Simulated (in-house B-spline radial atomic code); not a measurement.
Response of Tl3+ as one setting changes: the share of exact exchange in a PBE hybrid. A dash marks a strongly mixed or unbound state. Computed with a B-spline radial code for spherical atoms: linear response of the closed shell [Xe] 4f14 5d10 with the functional's adiabatic kernel; scalar-relativistic (spin-free one-electron X2C), finite nucleus, no spin-orbit coupling, no double excitations, S, P, D and F terms only; shells from n = 3 respond. Only terms of natural parity with L up to 3 were computed.

Spin-orbit coupling is strong here, so these LS terms don't match observed levels.

| share of exact exchange in a PBE hybrid | lowest 1P (eV) | lowest 3P, Tamm-Dancoff (eV) | minus highest occupied level (eV) | α (bohr³) |
| --- | --- | --- | --- | --- |
| 0 | 5d → 6p 20.607 | 5d → 6p 19.064 | 44.26 | 5.41 |
| 0.1 | 5d → 6p 20.874 | 5d → 6p 19.322 | 45.11 | 5.346 |
| 0.2 | 5d → 6p 21.143 | 5d → 6p 19.582 | 45.96 | 5.284 |
| 0.3 | 5d → 6p 21.413 | 5d → 6p 19.842 | 46.81 | 5.223 |
| 0.4 | 5d → 6p 21.684 | 5d → 6p 20.104 | 47.68 | 5.164 |
| 0.5 | ? | ? | ? | ? |
| 0.6 | 5d → 6p 22.229 | 5d → 6p 20.629 | 49.42 | 5.049 |
| 0.7 | 5d → 6p 22.503 | 5d → 6p 20.894 | 50.29 | 4.994 |
| 0.8 | 5d → 6p 22.778 | 5d → 6p 21.159 | 51.17 | 4.94 |
| 0.9 | ? | ? | ? | ? |
| 1 | 5d → 6p 23.331 | 5d → 6p 21.692 | 52.95 | 4.836 |

(1) What belongs in the row for 0.5?

(2) What belongs in the row for 0.9?

## Answers

(1) lowest 1P (eV): 5d → 6p 21.956; lowest 3P, Tamm-Dancoff (eV): 5d → 6p 20.366; minus highest occupied level (eV): 48.54; α (bohr³): 5.106.

(2) lowest 1P (eV): 5d → 6p 23.054; lowest 3P, Tamm-Dancoff (eV): 5d → 6p 21.425; minus highest occupied level (eV): 52.06; α (bohr³): 4.888.
